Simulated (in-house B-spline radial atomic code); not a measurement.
LC-wPBE excitations of Be²⁺

Method: LC-wPBE. Computed with an all-electron radial atomic-structure program (B-spline basis): linear response of the closed shell 1s2 with the functional's adiabatic kernel; non-relativistic, point nucleus, no spin-orbit coupling, no double excitations, S, P, D and F terms only.

Command:
```bash
python run_td.py task.json out
```
Settings (radii: box in bohr, nucleus in fm):
```
Z                        4
electrons                2
configuration            1s2
hamiltonian              nr
method                   lc_wpbe
box_radius               29.48
intervals                47
```

Run time, properties included: 0.1 s on 1 thread of Intel(R) Xeon(R) Platinum 8488C (Sapphire Rapids), with other jobs on the host.

The lowest states, in the order of their Tamm-Dancoff energies; the method's threshold (minus the highest occupied level) is 138.30 eV. Labels give the largest channel, * marks a mixed state, and oscillator strengths are full-response dipole values. Semilocal kernels can invert the small singlet-triplet splittings of Rydberg terms. Energies in eV:

| state | full response | Tamm-Dancoff | oscillator strength |
| --- | --- | --- | --- |
| 1s → 2s 3S | 109.10 | 109.12 | - |
| 1s → 2s 1S | 111.51 | 111.58 | - |
| 1s → 2p 3P | 112.80 | 112.82 | - |
| 1s → 2p 1P | 114.08 | 114.09 | 0.373 |
| 1s → 3s 3S | ? | ? | - |
| 1s → 3s 1S | 125.54 | 125.56 | - |
| 1s → 3p 3P | 125.76 | 125.76 | - |
| 1s → 3d 3D | ? | ? | - |
| 1s → 3d 1D | 125.78 | 125.78 | - |
| 1s → 3p 1P | 126.23 | 126.24 | 0.121 |

(1) Where does 1s → 3d 3D lie?

(2) Where does 1s → 3s 3S lie?

(3) How large is the singlet-triplet splitting of 1s → 2s (S terms) in Tamm-Dancoff?

(4) What polarisabilities and dispersion coefficient does the method give?

## Answers

(1) At 125.77 eV in full response, 125.77 eV in Tamm-Dancoff.

(2) At 124.78 eV in full response, 124.78 eV in Tamm-Dancoff.

(3) 2.46 eV, from the unrounded values.

(4) Dipole 0.05531 bohr³, quadrupole 0.0176 bohr⁵, C6 0.01207 hartree·bohr⁶ for two such species.
